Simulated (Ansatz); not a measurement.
Consider the isomerisation: `C[Si](O)(O)F` → `OC(O)(F)[SiH3]`.

Program: Ansatz. Geometries: PBE0-D4/def2-TZVP. ΔE: electronic, gas phase. CBS: MP2 limit from def2 TZ/QZ plus the TZ coupled-cluster correction, frozen cores. This one scheme is used for every species. DFT in def2-TZVPP. One conformer a species, not always the lowest.

Problem. Is it downhill or uphill in electronic energy at CCSD(T)/CBS, and by how much? (Best estimate.)

Solution. Computed: Uphill: ΔE = +581.3 kJ/mol.

Problem. What do these levels give: PBE0-D4, PBE, r2SCAN, CCSD(T)/def2-TZVPP, MP2/def2-QZVPP, HF/CBS(def2)? (Best estimate.)

Solution. The calculation gave: PBE0-D4 549.2, PBE 528.4, r2SCAN 564.4, CCSD(T)/def2-TZVPP 570.3, MP2/def2-QZVPP 602.6, HF/CBS(def2) 587.9 kJ/mol.

Largest T1 diagnostic among the species: 0.013.

From PBE to PBE0 (25 % exact exchange), in def2-TZVPP and without D4, ΔE moves by +20.3 kJ/mol.
